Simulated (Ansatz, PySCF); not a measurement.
Molecule: C2H7FSi (charge 0, singlet). 
Geometry from a B3LYP-D3(BJ)/def2-TZVP (Ansatz, a program for electronic structure) optimisation:
```
Si
F 1 1.6150
H 1 1.4823 2 106.48
C 1 1.8613 3 110.60 2 117.30
H 4 1.0916 1 111.13 3 -58.10
H 4 1.0922 5 108.14 1 122.21
H 4 1.0930 5 107.90 6 116.53
C 1 1.8613 3 110.60 2 -117.30
H 8 1.0916 1 111.13 3 58.10
H 8 1.0922 9 108.14 1 -122.21
H 8 1.0930 9 107.90 10 -116.53
```
Charge 0, spin multiplicity 1.

Quantity: atomisation energy (electronic, to ground-state atoms), in eV. Cores are frozen in the correlated levels unless marked. UHF or UKS for open shells. Spin-orbit coupling is left out. Non-relativistic. The coupled-cluster limit lacks core correlation, which all-electron functionals hold. CBS(X,Y): correlation extrapolated as X^-3; Hartree-Fock from the larger set. [CCSD(T)-MP2]/basis is that difference in the basis named.

```json
[
 {"level": "SVWN5/def2-TZVPD", "program": "Ansatz", "atomisation energy (eV)": "?"},
 {"level": "BLYP-D4/def2-TZVPD", "program": "Ansatz + dftd4", "atomisation energy (eV)": "42.70"},
 {"level": "B3LYP/def2-TZVPD", "program": "Ansatz", "atomisation energy (eV)": "42.70"},
 {"level": "TPSSh-D3(BJ)/def2-TZVPD", "program": "PySCF + dftd3", "atomisation energy (eV)": "?"},
 {"level": "CCSD/aug-cc-pV(D+d)Z", "program": "Ansatz", "atomisation energy (eV)": "?"},
 {"level": "RI-MP2/CBS(aug-cc-pV(T+d)Z,aug-cc-pV(Q+d)Z)+[CCSD(T)-MP2]/aug-cc-pV(T+d)Z", "program": "Ansatz", "atomisation energy (eV)": "43.22"}
]
```

### Question
Some entries are withheld; supply them.

### Answer

- SVWN5/def2-TZVPD, atomisation energy (eV): 48.12
- TPSSh-D3(BJ)/def2-TZVPD, atomisation energy (eV): 43.37
- CCSD/aug-cc-pV(D+d)Z, atomisation energy (eV): 40.07
